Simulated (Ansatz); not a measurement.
Reaction (SMILES): N[SiH-][SiH2]N -> [NH-][SiH2]N[SiH3]
Geometries: B3LYP-D3(BJ)/def2-TZVP minima from Ansatz (an electronic-structure program), one conformer each, not searched for the lowest. Frequencies are from Ansatz.

Wanted: isomerisation energy (0 K, with B3LYP-D3(BJ) harmonic zero-point energies), in kcal/mol. Cores are frozen in the correlated levels unless marked. Spin-orbit coupling is left out. Non-relativistic. Anions need diffuse functions: aug- sets have them; def2-D sets add few; the other sets have none. CBS marks a two-point X^-3 extrapolation of the correlation energy; Hartree-Fock from the larger set.

CCSD(T)/CBS(aug-cc-pV(T+d)Z,aug-cc-pV(Q+d)Z) (Ansatz) gives -21.1 kcal/mol.

**Question.** Another calculation gave -15.4 kcal/mol. Which level was it?
(A) B2PLYP/def2-TZVPD (Ansatz)
(B) B97M-V/def2-TZVPD (Ansatz)
(C) HSE06/def2-TZVPD (Ansatz)

**Answer.** C, HSE06/def2-TZVPD (Ansatz). The others give -22.3 (B2PLYP), -19.2 (B97M-V) kcal/mol.
